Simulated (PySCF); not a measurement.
Vertical excitation energies

Species: C5H9FOSi.
SMILES: `C(=C\F)/C=C\[SiH2]OC`

Method: TDDFT wB97X-D/def2-SVPD, vertical, gas phase, core orbitals frozen in the response (PySCF). One conformer (not necessarily the lowest) at the GFN2-xTB geometry, without solvent, vibrations or thermal averaging. Torsions of this conformer, `[CH3:1][O:2][SiH2:3]/[CH:4]=[CH:5]\[CH:6]=[CH:7]\[F:8]`: C1–O2–Si3–C4 63°, O2–Si3–C4–C5 171°, C4–C5–C6–C7 180°.

Question: Predict the UV-vis stick spectrum at this level.

Answer: 

```
state  E (eV)  ν̃ (cm⁻¹)       f   main configurations (H = HOMO, L = LUMO)
   S1    5.59      45100   0.722                                  H→L (97%)
   S2    6.11      49260  0.0027                    H-1→L (72%), H-3→L (8%)
   S3    6.67      53770  0.0095      H→L+1 (58%), H→L+2 (25%), H→L+3 (10%)
   S4    6.96      56100  0.0001      H→L+2 (64%), H→L+1 (14%), H→L+3 (14%)
   S5    7.13      57520   0.011                   H→L+5 (42%), H-2→L (37%)
   S6    7.25      58480   0.033    H→L+5 (41%), H-2→L (28%), H-1→L+1 (10%)
   S7    7.39      59570   0.011  H-1→L+1 (65%), H-1→L+2 (12%), H-2→L (10%)
   S8    7.46      60200   0.015      H→L+4 (44%), H→L+3 (24%), H→L+7 (11%)
```

Triplets (Tamm–Dancoff): T1 3.17 eV, H→L (93%); T2 5.12 eV, H→L+5 (45%), H-3→L (22%), H-4→L (12%); T3 5.72 eV, H-1→L (64%), H-3→L (10%), H-2→L (10%).

The lowest singlet lies at 5.59 eV (222 nm, ultraviolet) and is strong; its leading configuration is HOMO→LUMO (97%). The lowest level is also the most intense of those listed (f = 0.722). Löwdin shares by element: HOMO carbon 80% or more (atoms not listed hold the other 21%); LUMO carbon 75% or more (atoms not listed hold the other 25%). The listed states span 1.87 eV, and the widest gap between neighbours is 0.56 eV (S2 to S3). Weighted by f, the mean energy of these states is 5.75 eV. Orbital energies (eV): HOMO-3 -11.40, HOMO-2 -10.51, HOMO-1 -9.97, HOMO -8.68, LUMO 0.45, LUMO+1 2.02, LUMO+2 2.42. No computed singlet lies in the visible range (380 to 750 nm); the lowest, at 222 nm, stands 2.33 eV above its violet end (3.26 eV); a Tamm–Dancoff triplet lies at 391 nm, without intensity as long as spin–orbit coupling is left out. The window holds the lowest 8 singlets.
